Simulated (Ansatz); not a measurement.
Program: Ansatz. Geometries: PBE0-D4/def2-TZVP. ΔE: electronic, gas phase. CCSD(T)/CBS adds triple-zeta CCSD(T) − MP2 to the extrapolated MP2 energy (def2 sets, frozen cores). This one scheme is used for every species. DFT in def2-TZVPP. def2 core potentials past Kr. For Sn outer-core shells are correlated without core-valence functions, which leaves a few kJ/mol of doubt a bond. Each species was taken in one conformer, which may not be the lowest.

Reaction (formal exchange of groups at the Sn–Cl bond): `[CH3][Sn]([OH])([OH])[Cl]` + CH₄ → `[CH3][Sn]([CH3])([OH])[OH]` + HCl

```tsv
species	r2SCANh-D4 energy (Eh)
`[CH3][Sn]([OH])([OH])[Cl]`	-866.19420
CH₄	-40.50000
`[CH3][Sn]([CH3])([OH])[OH]`	-445.86159
HCl	-460.78460
```

Q: Work out ΔE.

A: ΔE = (-445.86159) + (-460.78460) − (-866.19420) − (-40.50000) = 0.04801 Eh = +30.1 kcal/mol. CCSD(T)/CBS gives +27.7 kcal/mol.

Q: What do rigid-rotor, harmonic-oscillator terms from PBE0-D4/def2-TZVP frequencies (298.15 K, 1 bar) make of the CCSD(T)/CBS value? (An estimate is asked.)

A: Ansatz gave: ΔZPE = -2.1 kcal/mol, ΔH = +25.7 kcal/mol, ΔS = 5 J/(mol·K), ΔG = +25.4 kcal/mol. Modes under 50 cm⁻¹ make the entropy rough.

Largest T1 diagnostic among the species: 0.013.

Leaving LDA and LC-ωPBE aside and taking each functional with its dispersion term where it has one, the values, not all of them listed here, spread over 3.1 kcal/mol, from PBE-D4 to B97M-V. LDA lies −1.7 kcal/mol from PBE without D4. From BLYP to BHLYP (50 % exact exchange), in def2-TZVPP and without D4, ΔE moves by +1.0 kcal/mol. At CCSD(T), def2-SVP lies +1.3 kcal/mol from the extrapolated value and def2-TZVPP −1.1 kcal/mol.
